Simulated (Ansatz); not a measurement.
A calculation with Ansatz (development build ahead of 0.2.0).

```yaml
crystal:
  periodic: [false, false, false]
  atoms:
    - { symbol: C, position_ang: [-0.04881, -0.00374, -1.80555] }
    - { symbol: I, position_ang: [0.02536, 0.07804, 0.2941] }
    - { symbol: H, position_ang: [-0.05494, -1.0183, -2.19472] }
    - { symbol: H, position_ang: [-0.85649, 0.49547, -2.18794] }
    - { symbol: H, position_ang: [0.90114, 0.49348, -2.12228] }
basis:
  gaussian: { orbitals: def2-SVP }
hamiltonian:
  xc: hf
correlation:
  method: mp2
  frozen_orbitals: { C: 1, H: 0, I: 4 }
```

The input is written out in the form of the current development build from the run's settings. The basis set brings a core potential for I, so the total leaves out those core electrons.

Output:

| Quantity | Value |
| --- | --- |
| Converged | yes |
| Reference energy | -336.22708 hartree |
| Correlation energy | -0.26925 hartree |
| Total energy | -336.49633 hartree |
| Spin squared of the determinant | 0.000 |
